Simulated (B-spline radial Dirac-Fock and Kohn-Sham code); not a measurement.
## Auger parameter of samarium: the K level and its strongest K-LL line

These are calculated numbers from a radial finite-basis atomic code; the model is Dirac-Fock energy differences between relaxed states, corrected for Breit and QED terms. The modified Auger parameter α′ is the binding energy plus the kinetic energy of the Auger electron; it does not depend on the energy zero. For free ions it tends to fall with charge, since less charge screens the final holes.

| species | configuration | binding 1s (eV) | Auger line | kinetic (eV) | α′ (eV) |
| --- | --- | --- | --- | --- | --- |
| Sm | [Xe] 4f6 6s2 | 46836.4 | L2L3 J=2 | 32603.6 | 79440.0 |
| Sm⁺ | [Xe] 4f6 6s1 | 46843.1 | L2L3 J=2 | 32595.5 | 79438.6 |
| Sm⁺ (Watson 2 Å) | [Xe] 4f6 6s1 | 46836.6 | L2L3 J=2 | 32602.4 | 79439.0 |
| Sm²⁺ | [Xe] 4f6 | 46851.0 | L2L3 J=2 | 32586.6 | 79437.6 |
| Sm²⁺ (Watson 3 Å) | [Xe] 4f6 | 46841.4 | L2L3 J=2 | 32596.2 | 79437.6 |
| Sm³⁺ | [Xe] 4f5 | 46870.6 | L2L3 J=2 | 32562.4 | 79433.0 |
| Sm³⁺ | [Xe] 4f3 6s2 | 46896.3 | L2L3 J=2 | 32529.3 | 79425.6 |
| Sm³⁺ (Watson 1.6 Å) | [Xe] 4f5 | 46843.8 | L2L3 J=2 | 32589.3 | 79433.1 |
| Sm⁴⁺ | [Xe] 4f4 | 46892.9 | L2L3 J=2 | 32535.6 | 79428.5 |
| Sm⁵⁺ | [Xe] 4f3 | 46917.3 | L2L3 J=2 | 32506.7 | 79424.0 |
| Sm⁶⁺ | [Kr] 4d10 4f4 5s2 5p4 | 46929.6 | L2L3 J=2 | 32498.0 | 79427.6 |
| Sm⁷⁺ | [Kr] 4d10 4f4 5s2 5p3 | 46949.2 | L2L3 J=2 | 32478.2 | 79427.4 |
